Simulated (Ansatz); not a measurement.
A calculation with Ansatz (development build ahead of 0.2.0).

```yaml
crystal:
  periodic: [false, false, false]
  atoms:
    - { symbol: C, position_ang: [0.0, 0.0, 2.5786] }
    - { symbol: C, position_ang: [0.0, 0.0, 0.0] }
    - { symbol: Be, position_ang: [2.7419, 0.0, 0.998] }
basis:
  gaussian: { orbitals: STO-3G }
magnetization:
  initial_magnetization: 2
hamiltonian:
  xc: hf
```

The input is written out in the form of the current development build from the run's settings.

Output:

| Item | Value |
| --- | --- |
| Converged | yes |
| Total energy | -88.65425 hartree |
| Spin squared of the determinant | 2.000 |
| Stability test | minimum among restricted orbitals |

Caution: stretched shape with no unrestricted run beside it, a lower state can exist; other spin multiplicities may lie lower.
